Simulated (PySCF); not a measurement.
Computed IR spectrum (relative IR intensity) of a molecule C3H8GeO. Geometry optimised at PBE-D3(BJ)/def2-SVP. The values are those of a single conformer. Level of theory: PBE-D3(BJ)/def2-SVP in PySCF. Frequencies are harmonic and unscaled.

```csv
ν (cm⁻¹),relative intensity
303,2.7
596,9.9
624,14
720,29
786,3.2
816,49
831,31
848,18
907,2.4
912,10
1183,100
1231,18
1304,2.6
1416,2.4
1699,41
2070,22
2079,42
2134,29
2946,16
3002,10
3008,6.0
3048,5.3
3095,4.1
```

Q: Identify the compound among the candidates.
A. OC1[CH2][GeH2][CH2]1
B. C/C=[CH]/[GeH2][OH]
C. [CH3][GeH2][C](C)=O
D. C/C=C/[O][GeH3]

A: D, C/C=C/[O][GeH3]
